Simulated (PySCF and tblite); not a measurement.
2 diastereomers of C₁₁H₁₈N₂, numbered alike:

| isomer | SMILES | descriptors (one enantiomer) |
| --- | --- | --- |
| A | [CH3:1][CH2:2][C@@:3]([CH3:4])([C:5]#[N:6])[CH2:7][C@:8]([CH3:9])([C:10]#[N:11])[CH2:12][CH3:13] | 3R, 8R |
| B | [CH3:1][CH2:2][C@:3]([CH3:4])([C:5]#[N:6])[CH2:7][C@:8]([CH3:9])([C:10]#[N:11])[CH2:12][CH3:13] | 3S, 8R |

Protocol: conformer search, at most 6 conformers an isomer, GFN2-xTB geometries, energies PBE0/6-31G* (D3(BJ) added where defined), GIAO shieldings PBE0/6-31G*, weights at 298.15 K with GFN2-xTB thermal terms. Programs: PySCF with density fitting and tblite.

**Question.** What shifts does each isomer give (ppm; of two unlike H on one atom, a is the less shielded)?

**Answer.** 
A: ¹H (against TMS): 1.89 (H7, 2H), 1.88 (H2a/H12a, 2H), 1.79 (H2b/H12b, 2H), 1.68 (H4/H9, 6H), 1.24 (H1/H13, 6H). ¹³C (against TMS): 115.4 (C5/C10), 46.5 (C7), 36.5 (C2/C12), 31.5 (C3/C8), 24.6 (C4/C9), 10.9 (C1/C13). ¹⁵N (against NH3): 256.2 (N6/N11).

B: ¹H (against TMS): 2.12 (H2a/H12a, 2H), 2.05 (H7a, 1H), 1.93 (H2b/H12b, 2H), 1.77 (H7b, 1H), 1.55 (H4/H9, 6H), 1.24 (H1/H13, 6H). ¹³C (against TMS): 115.5 (C5/C10), 46.5 (C7), 34.3 (C2/C12), 31.2 (C3/C8), 25.6 (C4/C9), 10.9 (C1/C13). ¹⁵N (against NH3): 255.9 (N6/N11).

The conformer set may be incomplete (the search or the number kept was capped). Unscaled ¹⁵N shifts at such levels can be off by tens of ppm; differences between conformers or isomers are more reliable. Shifts are unscaled: against experiment ¹³C can be off by 15 ppm or more and ¹H by 0.8 ppm.


¹⁵N shifts are against a computed isolated NH3 molecule, about 20 ppm from the liquid.